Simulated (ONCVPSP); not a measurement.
Pseudopotential generation for La (Z = 57): ONCV, PW91, scalar-relativistic.

La (Z = 57), optimised norm-conserving Vanderbilt (ONCV), made with ONCVPSP 4.0.1 (PW91, scalar-relativistic). Core [Kr] 4d10, reference 5s2 5p6 5d1 6s1.5 (charge +0.5). Waves: 5s+6s: rc 2.55 bohr, ncon 4, nbas 8, qcut 4.1 1/bohr, 2 projectors; 5p: rc 2.10 bohr, ncon 4, nbas 8, qcut 3.2 1/bohr, 2 projectors, debl 3.3 Ha; 5d: rc 2.95 bohr, ncon 4, nbas 9, qcut 2.7 1/bohr, 3 projectors, debl 1.2 Ha; f scattering state at 0.33 Ha: rc 2.45 bohr, ncon 3, nbas 6, qcut 5.2 1/bohr, 2 projectors, debl 0.4 Ha. Local part: polynomial inside 1.75 bohr (lpopt 5, dvloc0 0 Ha). Core correction: polynomial model core, fcfact 0.45.

In the f channel the program set the typed energies aside and used -0.264, 0.136 Ha.

- Cutoffs needed: 19 Ha and 44 Ha (the cutoffs (Ha) at which the residual kinetic energy of the hardest occupied pseudo-wave falls to 1 and 0.1 mHa per electron)
- Ghost test: no bound ghost flagged; GHOST(+) flagged for s at 51.4 eV
- Largest excitation error: +1113 meV (all-electron minus pseudo) for 4f1 5s2 5p6 5d0 6s1, out of 4 test configurations
- rms error of d²Exc/dni dnj: 3.08 mHa without and 1.42 mHa with the model core
